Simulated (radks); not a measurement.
Yb30+, 40 electrons, occupied as [Kr] 4d4 (the NIST ground configuration). Method: Dirac Kohn-Sham, revPBE, spin-unpolarised, spherical densities, finite nucleus; open shells fill j = l - 1/2 first; Fermi nuclear charge, rms radius 5.3108 fm; computed with a radial shooting solver on a logarithmic mesh with Libxc functionals.

Normalised radial functions P(r) = r R(r) (large component), r in bohr:

r           4p1/2    4d5/2
0.001905   0.0286   0.0001
0.002422   0.0383   0.0001
0.003079   0.0516   0.0003
0.003946   0.0709   0.0006
0.005016   0.0969   0.0011
0.006377   0.1327   0.0022
0.008171   0.1833   0.0045
0.01039    0.2487   0.0086
0.01331    0.3358   0.0168
0.01692    0.4384   0.0315
0.02151    0.5527   0.0578
0.02757    0.6647   0.1051
0.03505    0.7340   0.1810
0.04455    0.7154   0.2984
0.05709    0.5436   0.4714
0.07258    0.1927   0.6816
0.093     -0.3265   0.9012
0.1182    -0.8285   1.0287
0.1503    -1.0702   0.9481
0.1926    -0.7811   0.5305
0.2448     0.0478  -0.1908
0.3138     1.0986  -1.0403
0.3989     1.7224  -1.5931
0.5071     1.6182  -1.5960
0.6498     0.9808  -1.0939
0.826      0.3875  -0.5122
1.05       0.0920  -0.1519
1.346      0.0107  -0.0236

4p1/2: eigenvalue -1361.4 eV, 2 radial nodes at r = 0.0801, 0.242 bohr, <r> = 0.448 bohr, 90 % of the charge inside 0.642 bohr. 4d5/2 (empty): eigenvalue -1138.8 eV, 1 radial node at r = 0.231 bohr, <r> = 0.470 bohr, 90 % of the charge inside 0.685 bohr.
